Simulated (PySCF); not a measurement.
Delta-SCF ions had no search for a lower state. Excitations are Tamm–Dancoff values on a coarser integration grid. The basis has no diffuse functions, so Rydberg states are missing or too high.

Cartesian coordinates (Å):
```xyz
8

C     -0.9720    -0.0408    -0.0013
C      0.4954     0.1891    -0.1239
O      1.1819    -0.7409     0.5570
S      1.2229     1.3920    -0.9539
H     -1.5303     0.6875    -0.5805
H     -1.2123    -1.0540    -0.3358
H     -1.2600     0.0215     1.0524
H      2.1249    -0.5315     0.4398
```
Charge 0, spin multiplicity 1.

Give the LUMO, HOMO–LUMO gap, vertical ionisation energy (Delta-SCF), S1–T1 gap (TDA) and dipole moment at the level r2SCAN-D4/def2-TZVP in PySCF.


```yaml
LUMO: -2.24 eV
HOMO–LUMO gap: 3.51 eV
vertical ionisation energy (Delta-SCF): 8.99 eV
S1–T1 gap (TDA): 0.46 eV
dipole_moment: 1.98 D
```
